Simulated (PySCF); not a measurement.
C6H14O2Si, SMILES CC(C)(C)C[SiH2]C(=O)O (GFN2-xTB optimised geometry):

```
23

C      2.391    -1.011     3.060
C      1.819     0.400     2.933
C      0.311     0.363     3.182
C      2.475     1.303     3.984
C      2.122     0.981     1.541
Si     1.470     0.071     0.000
C     -0.449     0.071     0.000
O     -1.176    -0.891    -0.022
O     -0.934     1.320     0.000
H      3.454    -1.016     2.826
H      1.885    -1.693     2.381
H      2.262    -1.382     4.074
H     -0.175    -0.336     2.505
H      0.103     0.045     4.201
H     -0.127     1.348     3.036
H      2.282     0.925     4.986
H      3.552     1.343     3.838
H      2.083     2.316     3.921
H      3.206     1.062     1.435
H      1.739     2.005     1.509
H      1.855     0.843    -1.187
H      1.907    -1.320    -0.120
H     -1.907     1.318    -0.018
```

Level of theory: PBE/def2-SVP in PySCF.

### Question
What are the frontier orbital energies and the dipole moment?

### Answer
HOMO-2 -7.56 eV, HOMO-1 -7.23 eV, HOMO -5.84 eV, LUMO -1.32 eV, LUMO+1 0.45 eV; dipole moment 1.93 D.

On the same geometry PySCF with PBE0/def2-SVP gives HOMO-2 -9.09 eV, HOMO-1 -8.58 eV, HOMO -7.45 eV, LUMO -0.34 eV, LUMO+1 1.35 eV; dipole moment 2.03 D.

Meta-Löwdin charges at PBE/def2-SVP: C1 -0.31, C2 0.08, C3 -0.31, C4 -0.30, C5 -0.40, Si6 0.52, C7 0.27, O8 -0.40, O9 -0.41, H10 0.09, H11 0.10, H12 0.10, H13 0.10, H14 0.10, H15 0.10, H16 0.10, H17 0.09, H18 0.10, H19 0.11, H20 0.11, H21 -0.08, H22 -0.08, H23 0.32.
